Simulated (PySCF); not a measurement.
Species: C4H11BO2.
SMILES: `O[BH2-][O+]1CCCC1`

A linear-response calculation (PySCF, def2-SVPD basis, gas phase, vertical, core orbitals frozen in the response) gave these numbers; the functional is withheld.

Orbital energies (eV): HOMO-3 -9.53, HOMO-2 -8.44, HOMO-1 -7.86, HOMO -7.30, LUMO 0.04, LUMO+1 0.47, LUMO+2 0.89.

| state | E (eV) | f | main configurations (H = HOMO, L = LUMO) |
| --- | --- | --- | --- |
| S1 | 6.56 | 0.0024 | H→L (84%), H→L+1 (14%) |
| S2 | 6.96 | 0.0007 | H→L+1 (82%), H→L (15%) |
| S3 | 7.05 | 0.028 | H-1→L (78%), H-1→L+1 (20%) |
| S4 | 7.43 | 0.0005 | H-1→L+1 (65%), H-1→L (17%), H-2→L (15%) |
| S5 | 7.51 | 0.027 | H→L+3 (94%) |
| S6 | 7.55 | 0.0046 | H→L+2 (94%) |

Triplets (Tamm–Dancoff): T1 6.45 eV, H→L (69%), H→L+1 (26%); T2 6.85 eV, H-1→L (60%), H-1→L+1 (30%); T3 6.89 eV, H→L+1 (67%), H→L (26%); T4 7.32 eV, H-1→L+1 (47%), H-1→L (28%), H-2→L (18%).

Vertical ionisation energy by ΔSCF with the same functional: 9.78 eV. Mean static polarisability: 72.6 au.

Task: Which of these was used?
A. HF
B. PBE
C. B3LYP
D. wB97X-D

Result: C. B3LYP is a global hybrid with 20% exact exchange. In this run −ε(HOMO) = 7.30 eV differs from the ΔSCF value by -2.48 eV, and S1 differs from the orbital gap of 7.34 eV by -0.78 eV. The ratio −ε(HOMO)/IP is 0.75. Usual ranges for neutral molecules in this basis: 0.67 to 0.83 with B3LYP, 0.5 to 0.7 with PBE, 0.89 to 0.99 with wB97X-D; Hartree–Fock can't fall below 1, since the ion's relaxation only lowers the ΔSCF value. The other options: PBE, a GGA without exact exchange; HF, time-dependent Hartree–Fock, 100% exact exchange; wB97X-D, range-separated, 22% exact exchange at short range and 100% at long range (ω = 0.2 bohr⁻¹).

The calculation used TDDFT B3LYP/def2-SVPD, vertical, gas phase, core orbitals frozen in the response in PySCF. Isolated species at its PBE0-D3(BJ)/def2-SVP geometry (one conformer only).

Without π bonds the low states are Rydberg-like; a valence basis with one diffuse set may place them up to an eV too high.
